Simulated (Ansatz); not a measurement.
A further run on Y4.

```yaml
crystal:
  periodic: [false, false, false]
  atoms:
    - {symbol: Y, position_ang: [1.861910, 0.600630, -0.885832]}
    - {symbol: Y, position_ang: [0.003711, 0.260645, 1.928271]}
    - {symbol: Y, position_ang: [-0.371883, -1.880566, -0.326900]}
    - {symbol: Y, position_ang: [-1.493738, 1.019281, -0.715539]}
basis:
  gaussian: {orbitals: def2-mTZVPP}
hamiltonian: {xc: {name: r2SCAN50}, dispersion: d3bj}
scf: {omitted_lower_state_checks: [starts]}
output: {forces: true}
```

```sh
$ ansatz run in.yaml --threads 4 --pin off --events-out ev --progress --plain --max-ram 3916MiB
```

Output, abridged:

```
Warning: the engine holds no damping parameters fitted to this dispersion correction and functional, so the run takes those fitted to r2scan50 beside the three-body term, which d3bj leaves out (hamiltonian.dispersion, under Limitations)
Functional definition: r2SCAN50
1576 factors; integrals over basis functions are off by at most 2.0e-4 eV
mean field evaluation 1: about -4155.5873 eV, gradient 3.7e1 eV
mean field evaluation 2: about -4142.2717 eV, gradient 6.7e1 eV
mean field evaluation 4: about -4160.0521 eV, gradient 7.5e0 eV
mean field evaluation 8: about -4160.5755 eV, gradient 8.9e-1 eV
mean field evaluation 16: about -4160.5914 eV, gradient 1.3e-2 eV
mean field evaluation 32: about -4160.5914 eV, gradient 1.8e-4 eV
mean field -4160.59137548 eV, -152.8989128988 hartree, gradient 2.7e-5 eV, S^2 0.000000; 0 other end points of the search recorded, 0 dependent functions left out
reference -4160.59138240 eV, -152.8989131532 hartree; 22, 22 occupied and 110, 110 virtual orbitals, 1576 factors
Total energy: -4160.66618915 eV, -152.9016622504 hartree
Atom 0 at     1.861910     0.600630    -0.885832 Å, force     0.199290     0.065313    -0.091893 eV/Å
Atom 1 at     0.003711     0.260645     1.928271 Å, force    -0.054440    -0.014687     0.053341 eV/Å
Atom 2 at    -0.371883    -1.880566    -0.326900 Å, force    -0.065026    -0.045235     0.022600 eV/Å
Atom 3 at    -1.493738     1.019281    -0.715539 Å, force    -0.079824    -0.005391     0.015952 eV/Å
Dipole moment:    -0.244939    -0.078947     0.116756 e Å
Checks for a lower state left out: starts
```

It took 8 s on 4 threads of Intel Xeon Platinum 8488C on a shared host.

In the def2 sets Y takes a core potential; there is no spin–orbit coupling. The restricted singlet is unstable towards broken spin symmetry at other levels; at RKS r2SCAN50-D3(BJ)/def2-mTZVPP this wasn't settled.
